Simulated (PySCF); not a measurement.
Compound: CH₈B₃NO.
Numbering: `[BH2:1][NH:2][CH2:3][BH:4][O:5][BH2:6]` (hydrogens: H7, H8 on B1; H9 on N2; H10, H11 on C3; H12 on B4; H13, H14 on B6)

Computed by this run: PBE0-D3(BJ)/def2-SVP geometry optimisation, gas phase in PySCF 2.14.0; density fitting, grid level 1; the optimiser is geomeTRIC in internal coordinates, started from a GFN2-xTB structure with every atom displaced at random (about 0.01 Å).

Step 2: E = -6722.7586 eV
```
atom  x, y, z in Å  |  force x, y, z in eV/Å
B1     -2.0689    0.7014   -0.2984   -0.032  -0.018   0.053
N2     -1.0845    0.3495    0.6161    0.031   0.069  -0.092
C3     -0.5011   -0.9574    0.8253    0.013   0.073  -0.114
B4      0.9562   -1.1632    0.2495    0.133  -0.005  -0.047
O5      1.5953   -0.1802   -0.3953   -0.168  -0.031   0.167
B6      2.1031    0.9032   -0.9856   -0.011   0.015  -0.078
H7     -2.3832    1.8657   -0.3891   -0.006   0.003  -0.010
H8     -2.5916   -0.1625   -0.9691    0.025   0.005   0.016
H9     -0.6371    1.0916    1.1448   -0.006  -0.043   0.017
H10    -0.4848   -1.2245    1.8994   -0.003  -0.028   0.027
H11    -1.1546   -1.7197    0.3620    0.054   0.015   0.005
H12     1.5384   -2.2172    0.3796   -0.013  -0.025   0.034
H13     2.6711    1.7318   -0.3087   -0.002  -0.044   0.023
H14     1.9938    1.0094   -2.1853   -0.015   0.014  -0.001
```

Step 3: E = -6722.7554 eV
```
atom  x, y, z in Å  |  force x, y, z in eV/Å
B1     -2.0196    0.7219   -0.3188   -0.054   0.046   0.014
N2     -1.0437    0.3564    0.5969    0.146  -0.010   0.017
C3     -0.4866   -0.9609    0.8159   -0.001  -0.053   0.212
B4      0.9817   -1.1942    0.2865   -0.229   0.145  -0.255
O5      1.5714   -0.1931   -0.3677    0.258  -0.060   0.007
B6      2.0238    0.9048   -0.9758    0.002  -0.007   0.005
H7     -2.3265    1.8899   -0.4118    0.014  -0.036   0.005
H8     -2.5422   -0.1378   -0.9907   -0.011  -0.018  -0.027
H9     -0.5933    1.0839    1.1442   -0.037  -0.029  -0.030
H10    -0.4985   -1.2292    1.8899   -0.066  -0.006   0.055
H11    -1.1353   -1.7158    0.3435   -0.050  -0.042  -0.071
H12     1.5597   -2.2509    0.4082    0.035   0.045   0.071
H13     2.5938    1.7361   -0.3061    0.008   0.024  -0.005
H14     1.8678    1.0169   -2.1693   -0.017   0.001  -0.001
```

Step 4: E = -6722.7624 eV
```
atom  x, y, z in Å  |  force x, y, z in eV/Å
B1     -2.0448    0.7146   -0.3069   -0.036   0.014   0.021
N2     -1.0624    0.3547    0.6049    0.059   0.005  -0.034
C3     -0.4939   -0.9581    0.8162    0.042   0.009   0.140
B4      0.9747   -1.1734    0.2779   -0.106  -0.011  -0.188
O5      1.5888   -0.1850   -0.3746    0.059  -0.011   0.053
B6      2.0635    0.9021   -0.9854    0.003   0.003   0.004
H7     -2.3631    1.8788   -0.3947    0.010  -0.014   0.004
H8     -2.5605   -0.1478   -0.9821   -0.004  -0.009  -0.014
H9     -0.6187    1.0839    1.1537   -0.011  -0.002  -0.004
H10    -0.5030   -1.2320    1.8900   -0.034  -0.009   0.006
H11    -1.1377   -1.7167    0.3391   -0.007  -0.009  -0.049
H12     1.5501   -2.2312    0.4037    0.030   0.016   0.068
H13     2.6416    1.7285   -0.3161    0.008   0.015  -0.010
H14     1.9176    1.0097   -2.1808   -0.013   0.001   0.004
```

Question: Estimate the geometry and energy of step 5. (The exact step hangs on the optimiser's Hessian estimate; all steps are aligned on step 4, rigid shifts and turns removed.)

Answer: E = -6722.7646 eV, largest force 0.088 eV/Å
```
atom  x, y, z in Å  |  force x, y, z in eV/Å
B1     -2.0515    0.7128   -0.3038   -0.011   0.006   0.022
N2     -1.0626    0.3539    0.6017    0.027  -0.001  -0.026
C3     -0.4944   -0.9588    0.8150    0.003  -0.001   0.048
B4      0.9717   -1.1740    0.2710   -0.020  -0.006  -0.046
O5      1.5942   -0.1850   -0.3730    0.046   0.020   0.072
B6      2.0719    0.9023   -0.9818   -0.032  -0.006  -0.067
H7     -2.3661    1.8776   -0.3865   -0.008   0.000  -0.007
H8     -2.5716   -0.1479   -0.9789    0.003   0.000   0.001
H9     -0.6191    1.0840    1.1490   -0.003   0.002  -0.002
H10    -0.5073   -1.2343    1.8885   -0.013  -0.008  -0.013
H11    -1.1380   -1.7158    0.3327    0.002   0.003  -0.022
H12     1.5518   -2.2278    0.4123    0.009   0.007   0.021
H13     2.6522    1.7370   -0.3242   -0.004  -0.029   0.026
H14     1.9210    1.0041   -2.1770    0.000   0.013  -0.008
```

The energy changes by -0.0022 eV. The first-order estimate −F·Δx gives -0.0037 eV and the mean of the old and new forces, exact on a quadratic surface, -0.0019 eV. The step makes an angle of 67° with the force vector and moves no atom by more than 0.016 Å.

What follows is the cost of the whole optimisation. Hardware: one thread of an Arm Neoverse V2 (shared host). Cost: 73 s wall, 0.49 GiB resident at most.
